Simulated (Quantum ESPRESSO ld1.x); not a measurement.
Problem. Radial electron density D(r) = 4 pi r^2 rho(r) of an atom or ion with 42 electrons. All-electron calculation, Dirac Kohn-Sham, PBE, spin-unpolarised, spherical densities, point nucleus. Program: ld1.x of Quantum ESPRESSO 7.5.

```
   r/bohr * D(r) (the largest magnitude, 67.2, reaches the edge; | marks zero)
 0.001348 |*
 0.001798 | *
 0.002398 |  *
 0.003198 |     *
 0.004231 |        *
 0.005644 |            *
 0.007527 |                   *
  0.01004 |                          *
  0.01339 |                                  *
  0.01786 |                                         *
  0.02382 |                                            *
  0.03177 |                                          *
  0.04204 |                                      *
  0.05607 |                                      *
  0.07478 |                                              *
  0.09974 |                                                      *
    0.133 |                                                  *
   0.1774 |                                     *
   0.2366 |                                   *
   0.3156 |                                          *
   0.4176 |                                   *
    0.557 |                 *
   0.7429 |         *
   0.9908 |         *
    1.322 |       *
    1.763 |   *
    2.351 | *
    3.136 |*
    4.149 *
    5.533 *
     7.38 *
```

What is the nuclear charge?

Solution. Z = 43. The innermost maximum, from 1s, lies near gamma/Z bohr with gamma = sqrt(1 - (Z/c)^2) = 0.949, here 0.0221 bohr (found: 0.0242), and its height grows with Z. The density is that of the technetium ion Tc+ in [Kr] 4d5 5s1; the configuration itself is not fixed sharply by these data, and Z only to a few units. D(r) has 4 maxima, at r = 0.0242, 0.106, 0.329, 0.967 bohr, and minima at 0.0485, 0.213, 0.798 bohr, inside which lie 2.06, 11.14, 29.26 electrons.
